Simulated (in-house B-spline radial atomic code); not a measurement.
Relativistic effects in K+, [Ne] 3s2 3p6: non-relativistic Hartree-Fock (point nucleus) against Dirac-Hartree-Fock (Fermi nucleus of rms radius 3.4349 fm), both averages of the configuration, computed with an all-electron radial atomic-structure program (B-spline basis).

| orbital | ε NR (Eh) | ε Dirac (Eh) | <r> NR (bohr) | <r> Dirac (bohr) | change of <r> (%) |
| --- | --- | --- | --- | --- | --- |
| 1s1/2 | -133.75 | -134.4 | 0.08147 | 0.08096 | -0.6 |
| 2s1/2 | -14.708 | ? | 0.3864 | ? | ? |
| 2p1/2 | -11.738 | -11.818 | 0.3494 | 0.347 | -0.7 |
| 2p3/2 | -11.738 | -11.709 | 0.3494 | 0.3494 | 0.0 |
| 3s1/2 | -1.9638 | ? | 1.277 | ? | ? |
| 3p1/2 | -1.1705 | -1.1774 | 1.431 | 1.425 | -0.5 |
| 3p3/2 | -1.1705 | -1.1664 | 1.431 | 1.433 | +0.1 |

Problem. What happens to 3s1/2?

Solution. Its energy goes to -1.9771 hartree and <r> to 1.271 bohr (-0.46 %).

Problem. What happens to 2s1/2?

Solution. Its energy goes to -14.823 hartree and <r> to 0.384 bohr (-0.63 %).

Problem. What explains the pattern of contraction and expansion?

Solution. Expansion is seen in 3p3/2. The s and p1/2 orbitals contract directly, screen the nucleus better, and so push out orbitals that have little density near the nucleus; spin-orbit coupling adds to this for j = l + 1/2 and opposes it for j = l - 1/2.

Problem. By how much does the total energy change?

Solution. By -2.3606 hartree, from -599.018 to -601.378.
